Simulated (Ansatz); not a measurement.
All values below come from frozen-core CCSD(T)/cc-pVTZ // B3LYP-D3(BJ)/def2-TZVP (Ansatz, a first-principles code). The restricted HF reference is unstable towards unrestricted orbitals.

Ansatz 0.2 input:
```yaml
crystal:
  periodic: [false, false, false]
  atoms:
    - { symbol: C, position_ang: [-2.015217, -0.305589, -0.163728] }
    - { symbol: O, position_ang: [-0.647818, -0.343866, -0.555046] }
    - { symbol: Si, position_ang: [0.598189, 0.519697, 0.04642] }
    - { symbol: Si, position_ang: [2.633333, -0.311297, 0.344488] }
    - { symbol: H, position_ang: [-2.222476, 0.549953, 0.484834] }
    - { symbol: H, position_ang: [-2.631692, -0.235984, -1.059857] }
    - { symbol: H, position_ang: [-2.260681, -1.225683, 0.369393] }
    - { symbol: H, position_ang: [0.035141, 1.516413, 1.004662] }
    - { symbol: H, position_ang: [3.483703, 0.915385, 0.399866] }
    - { symbol: H, position_ang: [3.027517, -1.079027, -0.871029] }
basis:
  gaussian: { orbitals: cc-pVTZ }
correlation:
  method: ccsd_t
```

Output:

```
Functional definition: HF
1221 factors; integrals over basis functions are off by at most 9.8e-4 eV
mean field evaluation 1: about -18884.8549 eV, gradient 3.1e1 eV
mean field evaluation 2: about -18885.1445 eV, gradient 3.2e1 eV
mean field evaluation 4: about -18887.6571 eV, gradient 4.2e0 eV
mean field evaluation 8: about -18887.7225 eV, gradient 2.6e-1 eV
mean field evaluation 16: about -18884.8534 eV, gradient 3.1e1 eV
mean field -18887.72304444 eV, -694.1110193246 hartree, gradient 7.1e-6 eV, S^2 0.000000; 0 other end points of the search recorded, 0 dependent functions left out; unrestricted orbitals would lower it
12 core orbitals not correlated
reference -18887.72304444 eV, -694.1110193246 hartree; 12, 12 occupied and 188, 188 virtual orbitals, 1221 factors
second order -17.73953564 eV of doubles, -0.00000000 eV of singles
cycle   1  -18.36707828 eV  change   -6.3e-1 eV  update   1.1e-1
cycle   2  -18.91344669 eV  change   -5.5e-1 eV  update   3.9e-2
cycle   3  -19.05232606 eV  change   -1.4e-1 eV  update   2.3e-2
cycle   4  -19.03868400 eV  change    1.4e-2 eV  update   7.6e-3
cycle   5  -19.03349660 eV  change    5.2e-3 eV  update   3.6e-3
cycle   6  -19.03444511 eV  change   -9.5e-4 eV  update   1.5e-3
cycle   7  -19.03366214 eV  change    7.8e-4 eV  update   6.0e-4
cycle   8  -19.03374982 eV  change   -8.8e-5 eV  update   2.8e-4
cycle   9  -19.03391312 eV  change   -1.6e-4 eV  update   1.1e-4
cycle  10  -19.03387575 eV  change    3.7e-5 eV  update   4.1e-5
cycle  11  -19.03387397 eV  change    1.8e-6 eV  update   1.7e-5
perturbative correction -0.81038988 eV, -0.0297812787 hartree
Total energy: -18907.56730829 eV, -694.8402825702 hartree
```

Cost: about 3 core-minutes (a rough figure).
